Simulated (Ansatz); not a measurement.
A search over several starts for the lowest SCF solution of Au2Cl2 at the given spin, in a small basis.

```yaml
crystal:
  periodic: [false, false, false]
  atoms:
    - {symbol: Au, position_ang: [0.234147, 1.372978, -0.039219]}
    - {symbol: Au, position_ang: [-0.234251, -1.372821, 0.039757]}
    - {symbol: Cl, position_ang: [2.072539, -0.356537, -0.094624]}
    - {symbol: Cl, position_ang: [-2.072435, 0.356379, 0.094076]}
basis:
  gaussian: {orbitals: def2-SVP}
magnetization: {spin_polarized: true, initial_magnetization: 0}
hamiltonian: {xc: pbe0, dispersion: d4}
output: {orbitals: {seedname: orbitals}}
```

```sh
$ ansatz run in.yaml --threads 4 --pin off --events-out ev --progress --plain --max-ram 3916MiB
```

It prints (some lines left out):

```
Functional definition: PBE0
  name "PBE0"
  cite "Adamo & Barone, J. Chem. Phys. 110, 6158 (1999) doi:10.1063/1.478522"
  cite "Perdew, Burke & Ernzerhof, Phys. Rev. Lett. 77, 3865 (1996) doi:10.1103/PhysRevLett.77.3865"
  parent pbe
  parameter a = 0.25
  parameter kappa = 0.804
  parameter beta = 0.06672455060314922
  exchange = (1 - a)*pbe_x(kappa = kappa, mu = beta*pi^2/3) + a*exact_x
  correlation = pbe_c(beta = beta)
968 factors; integrals over basis functions are off by at most 2.3e-4 eV
mean field evaluation 1: about -32415.8443 eV, gradient 1.6e1 eV
mean field evaluation 2: about -32415.5592 eV, gradient 1.9e1 eV
mean field evaluation 4: about -32416.9990 eV, gradient 5.1e-1 eV
mean field evaluation 8: about -32417.2159 eV, gradient 9.4e-2 eV
mean field evaluation 16: about -32417.2159 eV, gradient 5.8e-5 eV
mean field -32417.21591574 eV, -1191.3107117253 hartree, gradient 5.8e-5 eV, S^2 0.000000; 1 other end points of the search recorded, 0 dependent functions left out
reference -32417.21594744 eV, -1191.3107128903 hartree; 36, 36 occupied and 64, 64 virtual orbitals, 968 factors
Total energy: -32417.39093223 eV, -1191.3171434628 hartree
```

Hardware: 4 threads of Arm Neoverse V2 on a shared host. Wall time 2.5 s.

In the def2 sets Au takes a core potential; there is no spin–orbit coupling. The structure comes from a short search, and lower isomers may exist.
